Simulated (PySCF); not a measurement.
Tl(SH)3 at several levels of theory

Computed with PySCF 2.14.0 (density fitting, no spin-orbit coupling) at the geometry relaxed with PBE:

```xyz
7
Tl(SH)3 (singlet)
Tl    0.7119   -0.1954    0.1751
S    -0.5969    0.3333    2.2359
H    -1.7228    0.6050    1.5142
S    -0.4042   -0.3709   -2.0616
H    -1.6404   -0.1565   -1.5272
S     3.1672   -0.5838    0.3343
H     3.2493   -0.8582   -0.9995
```

```json
{"level": "PBE", "basis": "Tl def2-SVP with ECP60, S def2-SVP, H def2-SVP", "state": "singlet", "HOMO (eV)": "-6.11", "gap (eV)": "2.58", "charge on Tl1 (e)": "0.33", "dipole about the centre of mass (D)": "1.52", "largest force component (eV/Å)": "0.02"}
{"level": "revPBE", "basis": "the same", "state": "singlet", "HOMO (eV)": "-6.09", "gap (eV)": "2.61", "charge on Tl1 (e)": "0.37", "dipole about the centre of mass (D)": "1.51", "largest force component (eV/Å)": "0.13"}
{"level": "M06-L", "basis": "the same", "state": "singlet", "HOMO (eV)": "-6.39", "gap (eV)": "2.92", "charge on Tl1 (e)": "0.62", "dipole about the centre of mass (D)": "1.68", "largest force component (eV/Å)": "0.43"}
{"level": "r2SCAN", "basis": "the same", "state": "singlet", "HOMO (eV)": "-6.46", "gap (eV)": "2.93", "charge on Tl1 (e)": "0.43", "dipole about the centre of mass (D)": "1.66", "largest force component (eV/Å)": "0.33"}
{"level": "BLYP", "basis": "the same", "state": "singlet", "HOMO (eV)": "-5.87", "gap (eV)": "2.53", "charge on Tl1 (e)": "0.29", "dipole about the centre of mass (D)": "1.39", "largest force component (eV/Å)": "0.32"}
{"level": "PBE", "basis": "Tl x2c-SVPall, S x2c-SVPall, H x2c-SVPall", "state": "singlet", "HOMO (eV)": "-6.11", "gap (eV)": "2.55", "charge on Tl1 (e)": "0.46", "dipole about the centre of mass (D)": "1.49", "largest force component (eV/Å)": "0.16"}
```

Charges are Mulliken's, which hang on the basis. The relaxation used the grid (50, 194), these runs (75, 302) or, all-electron (x2c bases, spin-free X2C Hamiltonian), (99, 590).

What does PBE with Tl def2-TZVP with ECP60, S def2-TZVP, H def2-TZVP give here?

state singlet, HOMO (eV) -6.33, gap (eV) 2.61, charge on Tl1 (e) 0.61, dipole about the centre of mass (D) 1.24, largest force component (eV/Å) 0.37. Time: 22 s on 2 threads of Arm Neoverse N1 (shared host), from free ions and atoms.
